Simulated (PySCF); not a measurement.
Species: C8H8NP.
InChI=1S/C8H8NP/c1-4-8-9-5-6(2)7(3)10-8/h1,5H,2-3H3

Computed with PySCF at PBE0/pcSseg-1, non-relativistic, on one gas-phase PBE0-D3(BJ)/def2-SVP geometry that isn't relaxed in the solvent. The solvent is an IEF-PCM continuum (Bondi radii, 1.10 Å for H, scaled by 1.2). The model holds no explicit solvent molecules, cavitation or dispersion.

```
run  E − E(gas) (kJ/mol)  HOMO (eV)  HOMO–LUMO gap (eV)  dipole (D)
gas                 0.00      -6.90                4.94        3.13
  P               -29.30      -7.03                4.97        4.69
  Q               -20.79      -6.97                4.96        4.23
```

The runs were made in chloroform and methanol. Which run belongs to which solvent?

P = methanol, Q = chloroform. The dielectric constants are 4.711 (chloroform), 32.61 (methanol), and the energy falls further as ε rises. In this model the ground state sees the solvent through ε alone.

How constant is the ratio of the lowering to (ε − 1)/(2ε + 1)?

```tsv
solvent	(ε − 1)/(2ε + 1)	E − E(gas) (kJ/mol)	ratio (kJ/mol)	polarisation term (kJ/mol)
chloroform	0.356	-20.79	-58.4	-24.31
methanol	0.477	-29.30	-61.4	-36.46
```

The ratio changes by +5.1 % in size from chloroform to methanol. The polarisation term is half the interaction of the solute with the induced surface charges.
